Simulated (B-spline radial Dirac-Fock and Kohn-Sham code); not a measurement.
## K-line shifts caused by a second vacancy in Co

System: neutral cobalt in the configuration [Ar] 3d7 4s2.

Calculated with a radial atomic solver, using Dirac-Fock (average of configuration) total-energy differences with a finite nucleus, the Breit interaction including its frequency dependence, and self-energy and vacuum-polarisation corrections. Each two-hole energy is an average over J within one jj subconfiguration, not an observable level; in light atoms, where LS coupling holds, the j-resolved values are not observed lines, and for a K spectator the Kα1 hypersatellite is nearly forbidden. Correlation energy is missing from these numbers.

Lines without a spectator: Kα2 (K-L2) 6913.9 eV, Kα1 (K-L3) 6928.4 eV, Kβ3 (K-M2) 7644.8 eV, Kβ1 (K-M3) 7646.7 eV. Shifts in eV with one spectator hole (a dash: not computed, or left out as unreliable):

```
spectator hole     Kα2     Kα1     Kβ3     Kβ1
        K (1s)  +283.9  +286.3  +353.5  +353.9
    L2 (2p1/2)  +26.36   +32.3       –   +72.0
    L3 (2p3/2)  +29.95  +28.72   +69.5       –
    M2 (3p1/2)       –   +2.24   +4.55   +6.14
    M3 (3p3/2)   +2.03       –   +5.76   +5.33
```

With n spectator holes in 2p, averaged over the 2p shell (energies in eV):

```
n    KαLⁿ   step  hypersatellite KαʰLⁿ
0  6923.5      –                7209.0
1  6953.4  +29.8                7240.0
2  6984.2  +30.9                7272.0
3  7016.1  +31.9                7305.0
4  7049.1  +33.0                7339.2
5  7083.2  +34.1                7374.5
```
